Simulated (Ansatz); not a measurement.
Ansatz results at the PBE0-D4/def2-TZVP geometry: HOMO–LUMO gap (B3LYP/def2-TZVPP) 4.95 eV; HOMO energy (PBE/def2-TZVPP) -4.94 eV; LUMO energy (PBE0/def2-TZVPP) -0.81 eV.

(1) Which molecule gave them?
A. `C=C1BCC1Cl`
B. `BC(F)CN=C`
C. `[SiH3]C1=CN1`
D. `C#CBCO`

## Answers

(1) C. The others give `BC(F)CN=C`: 5.29, -6.09, -1.81; `C#CBCO`: 5.23, -6.24, -2.19; `C=C1BCC1Cl`: 5.27, -6.67, -2.28.

B3LYP here is the variant with VWN-RPA as its local correlation; programs differ in this.
